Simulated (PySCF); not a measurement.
Species: (Cl)3Sn-S-SiH3.
Cartesian coordinates in Å at the PBE0-D3(BJ)/def2-SVP level; atoms count from 1:
```xyz
9
Cl3H3SSiSn angstrom
Sn     0.062    1.492   -0.652
Cl     2.248    1.513   -1.442
Cl    -1.176    0.216   -2.161
Cl    -0.729    3.671   -0.663
S     -0.098    0.549    1.526
Si    -0.060   -1.538    0.917
H      0.198   -2.272    2.185
H     -1.360   -1.947    0.321
H      1.048   -1.753   -0.057
```

The calculation used PBE0-D3(BJ)/def2-SVP geometry optimisation, gas phase, def2 core potentials past Kr in PySCF 2.14.0.

Q: Which atoms are bound to Sn1, and at what distances?

A: 4 atoms: Cl4 2.318 Å, Cl2 2.324 Å, Cl3 2.332 Å, S5 2.378 Å. The nearest atom not counted as bound is Si6, at 3.41 Å.

Q: List the angles at Sn1.

A: 
| angle | degrees | distance of the outer atoms (Å) |
| --- | --- | --- |
| Cl2–Sn1–S5 | 112.2 | 3.90 |
| Cl4–Sn1–S5 | 110.8 | 3.87 |
| Cl3–Sn1–S5 | 109.9 | 3.86 |
| Cl3–Sn1–Cl4 | 109.2 | 3.79 |
| Cl2–Sn1–Cl4 | 108.1 | 3.76 |
| Cl2–Sn1–Cl3 | 106.5 | 3.73 |

Q: What is the shape at Sn1?

A: Tetrahedral: angles from 106.5° to 112.2°; τ4 = (360° − α − β)/141° = 0.97 with α and β the two widest (0 for a square, 1 for a tetrahedron). The Sn–Cl distances aren't all alike: 2.318 to 2.332 Å.

Q: What are the other bond lengths?

A: S5–Si6 2.174 Å; Si6–H7, Si6–H8, Si6–H9 1.488 Å.

Q: Give some angles away from the centre.

A: Sn1–S5–Si6 97.1°.

Q: What are the rotational constants (commonest isotopes, rigid rotor)?

A: A = 1009, B = 607.6, C = 598.8 MHz: a near-prolate asymmetric top.

Point group: C1 (no symmetry element, even within 0.4 Å). Charge 0, singlet. PBE0-D3(BJ)/def2-SVP frequencies: not computed here.
